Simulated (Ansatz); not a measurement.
Consider the formal exchange of groups at the Si–N bond: `[SiH3]NB[SeH]` + `B[CH2][SnH3]` → `[SiH3]B[CH2][SnH3]` + `NB[SeH]`.

Gas-phase electronic energies from Ansatz, PBE0-D4/def2-TZVP geometries. CBS: MP2 limit from def2 TZ/QZ plus the TZ coupled-cluster correction, frozen cores. DFT in def2-TZVPP. B3LYP here is the variant with VWN-RPA as its local correlation; programs differ in this. def2 core potentials past Kr. For Se, Sn outer-core shells are correlated without core-valence functions, which leaves a few kJ/mol of doubt a bond. Scalar relativity is left out up to krypton. One conformer a species, not always the lowest.

`[SiH3]NB[SeH]`:

Z-matrix (Å, degrees):
```
Si
N 1 1.744
H 1 1.487 2 110.4
H 1 1.480 2 107.5 3 120.4
H 1 1.487 2 110.4 3 -119.1
B 2 1.401 1 125.8 3 -120.5
H 2 1.011 1 116.7 3 59.4
Se 6 1.946 2 125.1 1 180.0
H 6 1.195 2 120.4 1 -0.0
H 8 1.471 6 97.2 2 -0.1
```

`B[CH2][SnH3]`:

Z-matrix (Å, degrees):
```
Sn
C 1 2.207
B 1 2.766 2 33.1
H 1 1.704 2 107.2 3 -120.0
H 1 1.704 2 107.1 3 120.6
H 1 1.706 2 112.6 3 0.3
H 2 1.089 1 103.4 3 -121.4
H 2 1.089 1 103.3 3 121.4
H 3 1.200 1 105.9 2 -116.5
H 3 1.200 1 106.0 2 116.5
```

`[SiH3]B[CH2][SnH3]`:

Cartesian coordinates in Å:
```
Si -1.410 1.450 -0.534
B -0.066 0.714 0.777
C 1.315 0.273 0.352
Sn 0.619 -1.802 -0.013
H -2.792 0.934 -0.319
H -1.466 2.936 -0.390
H -1.036 1.160 -1.951
H -0.392 0.565 1.925
H 2.098 0.142 1.099
H 1.711 0.572 -0.618
H -1.065 -1.979 0.184
H 1.436 -2.792 1.105
H 1.049 -2.174 -1.617
```

`NB[SeH]`:

Cartesian coordinates in Å:
```
N 0.290 -0.421 1.104
B 0.015 0.307 -0.046
Se -0.559 -0.606 -1.678
H 0.587 0.024 1.955
H 0.216 -1.421 1.177
H 0.129 1.494 -0.047
H -0.677 0.623 -2.465
```

(1) Is it downhill or uphill in electronic energy at CCSD(T)/CBS, and by how much? (An estimate is asked.)

(2) What do these levels give: PBE0-D4, B3LYP-D4, ωB97X-V, ωB97M-V, B2PLYP, PBE, PBE0, HF/def2-TZVPP, MP2/def2-TZVPP, CCSD/def2-TZVPP, CCSD(T)/def2-TZVPP, CCSD/CBS(def2)? (Best estimate.)

Largest T1 diagnostic among the species: 0.013.

Results:

(1) Ansatz gave: Uphill: ΔE = +0.55 eV.

(2) The calculation gave: PBE0-D4 0.42, B3LYP-D4 0.55, ωB97X-V 0.54, ωB97M-V 0.56, B2PLYP 0.60, PBE 0.38, PBE0 0.44, HF/def2-TZVPP 0.78, MP2/def2-TZVPP 0.62, CCSD/def2-TZVPP 0.58, CCSD(T)/def2-TZVPP 0.56, CCSD/CBS(def2) 0.57 eV.

In def2-TZVPP, CCSD(T) changes the Hartree–Fock value by −0.22 eV (the triples alone add −0.03 eV) and MP2 by −0.16 eV. From PBE to PBE0 (25 % exact exchange), in def2-TZVPP and without D4, ΔE moves by +0.06 eV.
